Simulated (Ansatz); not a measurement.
An input meant for `S/C=C/c1ccc(/C=C/c2ccc(/C=C/c3ccc(S)cc3)cc2)cc1` (charge 0, singlet; atoms displaced at random, 0.08 Å in each coordinate).

```yaml
crystal:
  periodic: [false, false, false]
  atoms:
    - {symbol: S, position_ang: [-10.950085, -1.184707, 1.270588]}
    - {symbol: C, position_ang: [-9.416458, -0.794623, 1.600078]}
    - {symbol: C, position_ang: [-8.580578, -1.011064, 0.335358]}
    - {symbol: C, position_ang: [-6.988088, -0.752667, 0.342644]}
    - {symbol: C, position_ang: [-6.382558, -0.708597, 1.696464]}
    - {symbol: C, position_ang: [-4.926735, -0.487188, 1.577002]}
    - {symbol: C, position_ang: [-4.225346, -0.560787, 0.286579]}
    - {symbol: C, position_ang: [-2.801007, -0.277425, 0.274978]}
    - {symbol: C, position_ang: [-1.957918, -0.129852, -0.637544]}
    - {symbol: C, position_ang: [-0.406711, 0.054573, -0.719160]}
    - {symbol: C, position_ang: [0.175953, 0.188588, -1.819781]}
    - {symbol: C, position_ang: [1.384139, 0.194545, -2.004818]}
    - {symbol: C, position_ang: [2.426325, 0.162014, -0.923701]}
    - {symbol: C, position_ang: [3.945311, 0.529099, -0.707237]}
    - {symbol: C, position_ang: [4.666278, 0.484386, 0.110213]}
    - {symbol: C, position_ang: [6.226770, 0.672992, -0.064001]}
    - {symbol: C, position_ang: [6.867386, 0.947929, -1.251135]}
    - {symbol: C, position_ang: [8.354723, 0.878341, -1.175030]}
    - {symbol: C, position_ang: [9.052626, 0.998180, -0.160737]}
    - {symbol: S, position_ang: [10.858601, 1.163986, 0.009515]}
    - {symbol: C, position_ang: [8.424531, 0.848349, 1.107448]}
    - {symbol: C, position_ang: [7.027216, 0.505672, 1.131611]}
    - {symbol: C, position_ang: [1.895772, 0.151137, 0.229198]}
    - {symbol: C, position_ang: [0.301246, -0.055638, 0.427244]}
    - {symbol: C, position_ang: [-5.013024, -0.782492, -0.824300]}
    - {symbol: C, position_ang: [-6.230856, -0.847314, -0.775180]}
    - {symbol: H, position_ang: [-11.390255, -0.809480, 2.472980]}
    - {symbol: H, position_ang: [-9.054502, -0.572329, 2.556228]}
    - {symbol: H, position_ang: [-8.807599, -1.238978, -0.608628]}
    - {symbol: H, position_ang: [-6.877566, -0.658552, 2.591776]}
    - {symbol: H, position_ang: [-4.395229, -0.356201, 2.569023]}
    - {symbol: H, position_ang: [-2.359296, -0.287568, 1.308232]}
    - {symbol: H, position_ang: [-2.477255, -0.329835, -1.626673]}
    - {symbol: H, position_ang: [-0.366374, 0.116574, -2.788910]}
    - {symbol: H, position_ang: [2.146748, 0.434094, -2.926992]}
    - {symbol: H, position_ang: [4.069666, 0.606856, -1.814732]}
    - {symbol: H, position_ang: [4.342330, 0.409707, 1.142155]}
    - {symbol: H, position_ang: [6.336888, 0.855411, -2.170097]}
    - {symbol: H, position_ang: [8.723134, 1.020141, -2.308070]}
    - {symbol: H, position_ang: [11.074849, 1.389768, -1.389588]}
    - {symbol: H, position_ang: [8.873500, 0.775759, 2.094333]}
    - {symbol: H, position_ang: [6.421418, 0.498949, 2.118232]}
    - {symbol: H, position_ang: [2.190519, 0.211076, 1.514192]}
    - {symbol: H, position_ang: [-0.241549, -0.238656, 1.382086]}
    - {symbol: H, position_ang: [-4.437764, -0.629631, -1.729253]}
    - {symbol: H, position_ang: [-6.771069, -1.109791, -1.600288]}
basis:
  gaussian: {orbitals: cc-pVTZ-DK, fitting: {mean_field: def2-universal-jkfit}, final_grid: {core_spheres: 20, valence_spheres: 16, degree: 47}}
magnetization: {spin_polarized: true, initial_magnetization: 6}
hamiltonian: {xc: {name: r2SCAN}}
correlation: {method: rpa}
scf: {omitted_lower_state_checks: [starts]}
```

```sh
$ ansatz run in.yaml --threads 2 --pin off --events-out ev --progress --plain --max-ram 22528MiB --backend cuda --devices 0, --max-vram 18GiB
```

Shortened log:

```
Functional definition: r2SCAN
2416 factors; integrals over basis functions are off by at most 1.2e0 eV
mean field evaluation 1: about -46828.7247 eV, gradient 1.2e2 eV
mean field evaluation 2: about -46828.7642 eV, gradient 1.2e2 eV
mean field evaluation 4: about -46741.3964 eV, gradient 1.6e2 eV
mean field evaluation 8: about -46921.1743 eV, gradient 9.9e0 eV
mean field evaluation 16: about -46923.2631 eV, gradient 1.9e-2 eV
mean field -46923.26307613 eV, -1724.3981123176 hartree, gradient 2.2e-6 eV, S^2 12.047467; 0 other end points of the search recorded, 0 dependent functions left out
34 core orbitals not correlated: weight in the atoms' cores, before any rotation towards them, 1.000 or more for the frozen orbitals, at most 0.000 for the correlated occupied ones
reference -46730.11093325 eV, -1717.2999019900 hartree; 67, 61 occupied and 967, 973 virtual orbitals, 2416 factors
Total energy: -46900.43760900 eV, -1723.5592918725 hartree
Relativity: scalar
Checks for a lower state left out: starts
```

**Question.** Something in this input is off. What?

**Answer.** The spin is set far too high (6 unpaired electrons typed, 0 in the singlet as meant). Self-consistency was reached. The result belongs to that input, not to the species as meant.
